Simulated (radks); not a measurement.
Task: The table gives one normalised radial function P(r) = r R(r) of Au3+ in [Xe] 4f14 5d8 (r in bohr). All-electron calculation, scalar-relativistic Kohn-Sham, Slater X-alpha with alpha = 0.672, spin-polarised, spherical densities, finite nucleus; open shells are filled with parallel spins first (spin-orbit coupling, left out, can overturn this in heavy ions); Fermi nuclear charge, rms radius 5.4371 fm. Program: a radial shooting solver on a logarithmic mesh with Libxc functionals.

| r | P |
|---|---|
| 0.001708 | 0.0059 |
| 0.002611 | 0.0118 |
| 0.004021 | 0.0238 |
| 0.006145 | 0.0463 |
| 0.00939 | 0.0869 |
| 0.01435 | 0.1524 |
| 0.0221 | 0.2395 |
| 0.03377 | 0.2994 |
| 0.0516 | 0.2265 |
| 0.07885 | -0.0718 |
| 0.1215 | -0.4044 |
| 0.1856 | -0.1949 |
| 0.2836 | 0.4948 |
| 0.4334 | 0.3995 |
| 0.6675 | -0.6986 |
| 1.02 | -1.1268 |
| 1.559 | -0.5843 |
| 2.382 | -0.1181 |
| 3.669 | -0.0067 |

Which n and l does it have? It may be an empty orbital.

Result: n = 5, l = 1: the number of nodes gives n - l - 1 = 3, the rise at small r (about r^(l+1), flatter next to the nucleus through relativity) gives l, and the extent must fit the shell. The curve is that of 5p down; the table hardly tells the two spins apart. 5p down: eigenvalue -93.635 eV, 3 radial nodes at r = 0.0727, 0.210, 0.515 bohr, <r> = 1.06 bohr, 90 % of the charge inside 1.54 bohr.
